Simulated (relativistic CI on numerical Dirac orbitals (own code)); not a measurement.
Calculated levels, Nb32+

Computed by Dirac-Coulomb-Breit CI, orbitals from a KLI potential per configuration, a model potential for QED, unscaled Slater integrals (own radial code, finite nucleus).

Configurations in the expansion (outside the closed core 1s2): 2s2 2p5, 2s 2p6, 2p6 3s, 2p6 3p, 2p6 3d, 2s2 2p4 3s, 2s2 2p4 3p, 2s2 2p4 3d, 2s 2p5 3s, 2s 2p5 3p, 2s 2p5 3d, 2s2 2p4 4s, 2s2 2p4 4p, 2s2 2p4 4d, 2s2 2p4 4f, 2s 2p5 4s, 2s 2p5 4p, 2s 2p5 4d, 2s 2p5 4f, 2s2 2p3 3s2, 2s2 2p4 5s, 2s2 2p4 5p, 2s2 2p3 3s 3p, 2s2 2p4 5d, 2s2 2p4 5f, 2s2 2p4 5g, 2s2 2p3 3p2, 2s2 2p3 3s 3d, 2s2 2p3 3p 3d, 2s 2p4 3s2, 2s2 2p3 3d2, 2s 2p4 3s 3p, 2s 2p5 5s, 2s 2p4 3p2, 2s 2p5 5p, 2s 2p4 3s 3d. Levels of other configurations are missing.

The lowest level is 2s2 2p5 2P°_3/2, with 100 % of that term; Hund's rules for 2s2 2p5 give 2P° with J = 3/2, in agreement.

| No. | Configuration | Term | J | E (Ry) | % | jj configuration (%) |
| --- | --- | --- | --- | --- | --- | --- |
| 1 | 2s2 2p5 | 2P° | 3/2 | 0.000 | 100 | 2p3/2^3 (100) |
| 2 | 2s2 2p5 | 2P° | 1/2 | 7.257 | 100 | 2p1/2 2p3/2^4 (100) |
| 3 | 2s 2p6 | 2S | 1/2 | 23.027 | 100 | 2s (100) |
| 4 | 2p4(3P) 3s | 4P | 5/2 | 171.052 | 76 | 2p3/2^2 3s (99) |
| 5 | 2p4(3P) 3s | 2P | 3/2 | 171.465 | 59 | 2p3/2^2 3s (99) |
| 6 | 2p4(1S) 3s | 2S | 1/2 | 173.035 | 54 | 2p3/2^2 3s (98) |
| 7 | 2p4(3P) 3p | 4P° | 3/2 | 175.367 | 39 | 2p3/2^2 3p1/2 (98) |
| 8 | 2p4(3P) 3p | 2D° | 5/2 | 175.541 | 32 | 2p3/2^2 3p1/2 (98) |
| 9 | 2p4(1S) 3p | 2P° | 1/2 | 176.948 | 71 | 2p3/2^2 3p1/2 (53) |
| 10 | 2p4(3P) 3p | 2D° | 5/2 | 177.300 | 48 | 2p3/2^2 3p3/2 (97) |
| 11 | 2p4(3P) 3p | 4D° | 7/2 | 177.366 | 75 | 2p3/2^2 3p3/2 (99) |
| 12 | 2p4(1S) 3p | 2P° | 1/2 | 177.704 | 40 | 2p3/2^2 3p3/2 (54) |
| 13 | 2p4(3P) 3s | 4P | 3/2 | 178.103 | 84 | 2p1/2 2p3/2^3 3s (99) |
| 14 | 2p4(3P) 3s | 2P | 1/2 | 178.443 | 67 | 2p1/2 2p3/2^3 3s (99) |
| 15 | 2p4(3P) 3p | 2P° | 3/2 | 178.849 | 35 | 2p3/2^2 3p3/2 (96) |
| 16 | 2p4(1D) 3s | 2D | 5/2 | 179.185 | 76 | 2p1/2 2p3/2^3 3s (98) |
| 17 | 2p4(1D) 3s | 2D | 3/2 | 179.351 | 72 | 2p1/2 2p3/2^3 3s (99) |
| 18 | 2p4(1S) 3p | 2P° | 3/2 | 179.530 | 53 | 2p3/2^2 3p3/2 (93) |
| 19 | 2p4(3P) 3p | 4P° | 1/2 | 182.306 | 58 | 2p1/2 2p3/2^3 3p1/2 (97) |
| 20 | 2p4(3P) 3d | 4D | 3/2 | 182.539 | 39 | 2p3/2^2 3d3/2 (98) |
| 21 | 2p4(3P) 3d | 4D | 5/2 | 182.550 | 51 | 2p3/2^2 3d3/2 (87) |
| 22 | 2p4(3P) 3p | 4D° | 3/2 | 182.689 | 46 | 2p1/2 2p3/2^3 3p1/2 (97) |
| 23 | 2p4(1D) 3d | 2P | 1/2 | 182.704 | 44 | 2p3/2^2 3d3/2 (83) |
| 24 | 2p4(3P) 3d | 4F | 7/2 | 182.734 | 36 | 2p3/2^2 3d3/2 (66) |
| 25 | 2p4(3P) 3d | 2F | 7/2 | 183.051 | 61 | 2p3/2^2 3d5/2 (66) |
| 26 | 2p4(3P) 3d | 4F | 9/2 | 183.082 | 74 | 2p3/2^2 3d5/2 (99) |
| 27 | 2p4(1D) 3p | 2F° | 5/2 | 183.511 | 59 | 2p1/2 2p3/2^3 3p1/2 (99) |
| 28 | 2p4(3P) 3d | 2P | 1/2 | 183.624 | 39 | 2p3/2^2 3d5/2 (82) |
| 29 | 2p4(3P) 3d | 2D | 3/2 | 184.006 | 49 | 2p3/2^2 3d5/2 (68) |
| 30 | 2p4(3P) 3p | 4D° | 5/2 | 184.282 | 57 | 2p1/2 2p3/2^3 3p3/2 (99) |
| 31 | 2p4(3P) 3d | 2D | 5/2 | 184.376 | 41 | 2p3/2^2 3d5/2 (89) |
| 32 | 2p4(3P) 3p | 2P° | 1/2 | 184.554 | 35 | 2p1/2 2p3/2^3 3p3/2 (97) |
| 33 | 2p4(3P) 3p | 2D° | 3/2 | 184.567 | 46 | 2p1/2 2p3/2^3 3p3/2 (84) |
| 34 | 2p4(1D) 3p | 2P° | 3/2 | 184.890 | 56 | 2p1/2 2p3/2^3 3p1/2 (75) |
| 35 | 2p4(1S) 3d | 2D | 3/2 | 184.891 | 42 | 2p3/2^2 3d3/2 (68) |
| 36 | 2p4(1S) 3d | 2D | 5/2 | 185.347 | 57 | 2p3/2^2 3d5/2 (92) |
| 37 | 2p4(1D) 3p | 2F° | 7/2 | 185.375 | 75 | 2p1/2 2p3/2^3 3p3/2 (99) |
| 38 | 2p4(1D) 3p | 2D° | 3/2 | 185.438 | 56 | 2p1/2 2p3/2^3 3p3/2 (92) |
| 39 | 2p4(1D) 3p | 2D° | 5/2 | 185.759 | 74 | 2p1/2 2p3/2^3 3p3/2 (98) |
| 40 | 2p4(1S) 3s | 2S | 1/2 | 186.960 | 44 | 2p3/2^4 3s (97) |
| 41 | 2p4(1D) 3p | 2P° | 1/2 | 187.254 | 82 | 2p1/2 2p3/2^3 3p3/2 (95) |
| 42 | 2p4(3P) 3d | 4D | 1/2 | 189.322 | 78 | 2p1/2 2p3/2^3 3d3/2 (97) |
| 43 | 2p4(3P) 3d | 4D | 3/2 | 189.724 | 39 | 2p1/2 2p3/2^3 3d3/2 (85) |
| 44 | 2p4(3P) 3d | 4F | 7/2 | 189.979 | 47 | 2p1/2 2p3/2^3 3d5/2 (99) |
| 45 | 2p4(3P) 3d | 4F | 5/2 | 190.133 | 53 | 2p1/2 2p3/2^3 3d3/2 (93) |
| 46 | 2p4(3P) 3d | 2F | 5/2 | 190.437 | 53 | 2p1/2 2p3/2^3 3d5/2 (94) |
| 47 | 2p4(3P) 3d | 2P | 3/2 | 190.550 | 54 | 2p1/2 2p3/2^3 3d5/2 (92) |
| 48 | 2p4(1D) 3d | 2G | 7/2 | 190.673 | 67 | 2p1/2 2p3/2^3 3d3/2 (99) |
| 49 | 2p4(1D) 3d | 2G | 9/2 | 191.046 | 74 | 2p1/2 2p3/2^3 3d5/2 (99) |
| 50 | 2p4(1D) 3d | 2S | 1/2 | 191.176 | 60 | 2p1/2 2p3/2^3 3d3/2 (83) |
| 51 | 2p4(1D) 3d | 2D | 5/2 | 191.318 | 69 | 2p1/2 2p3/2^3 3d5/2 (96) |
| 52 | 2p4(1D) 3d | 2P | 3/2 | 191.442 | 61 | 2p1/2 2p3/2^3 3d3/2 (73) |
| 53 | 2p4(1D) 3d | 2F | 5/2 | 191.515 | 53 | 2p1/2 2p3/2^3 3d3/2 (96) |
| 54 | 2p4(1D) 3d | 2F | 7/2 | 191.596 | 81 | 2p1/2 2p3/2^3 3d5/2 (98) |
| 55 | 2s 2p5 3s | 4P° | 5/2 | 191.859 | 98 | 2s 2p3/2^3 3s (98) |
| 56 | 2p4(1S) 3p | 2P° | 1/2 | 191.991 | 66 | 2p3/2^4 3p1/2 (93) |
| 57 | 2p4(1D) 3d | 2D | 3/2 | 192.477 | 85 | 2p1/2 2p3/2^3 3d5/2 (68) |
| 58 | 2s 2p5 3s | 2P° | 3/2 | 192.661 | 66 | 2s 2p3/2^3 3s (98) |
| 59 | 2p4(1D) 3d | 2P | 1/2 | 192.762 | 85 | 2p1/2 2p3/2^3 3d5/2 (81) |
| 60 | 2p4(1S) 3p | 2P° | 3/2 | 193.155 | 46 | 2p3/2^4 3p3/2 (94) |
| 61 | 2s 2p5 3s | 2P° | 1/2 | 194.669 | 72 | 2s 2p3/2^3 3s (89) |
| 62 | 2s 2p5 3s | 2P° | 3/2 | 194.701 | 59 | 2s 2p3/2^3 3s (87) |
| 63 | 2s 2p5 3p | 4S | 3/2 | 196.130 | 43 | 2s 2p3/2^3 3p1/2 (96) |
| 64 | 2s 2p5 3p | 4D | 5/2 | 196.380 | 44 | 2s 2p3/2^3 3p1/2 (99) |
| 65 | 2s 2p5 3p | 4D | 7/2 | 197.989 | 99 | 2s 2p3/2^3 3p3/2 (99) |
| 66 | 2s 2p5 3p | 2P | 3/2 | 198.166 | 31 | 2s 2p3/2^3 3p3/2 (78) |
| 67 | 2s 2p5 3p | 4P | 5/2 | 198.481 | 54 | 2s 2p3/2^3 3p3/2 (99) |
| 68 | 2s 2p5 3p | 4P | 1/2 | 198.677 | 37 | 2s 2p3/2^3 3p1/2 (87) |
| 69 | 2s 2p5 3p | 2P | 3/2 | 198.794 | 48 | 2s 2p3/2^3 3p1/2 (63) |
| 70 | 2p4(1S) 3d | 2D | 5/2 | 198.966 | 48 | 2p3/2^4 3d5/2 (96) |

Energies count from the lowest computed level; ° marks odd parity. Percentages are summed over parent terms; the parents shown are those of the largest component, closed shells are left out there. Filled j subshells are mostly left out of the jj labels.

The mean weight of the leading LS term, summed over parents, in these 70 levels is 60 %, and that of the leading jj configuration (from the same eigenvectors) 91 %, so jj coupling describes them better and the LS labels are nominal.

At this charge energies of transitions that change n are usually good to better than 1 %, and those within a shell (Δn = 0) to a few per cent.

LS names give the leading component of a level, which can be under half, so a name can repeat, a term be missing and a line seem to break the LS rules.
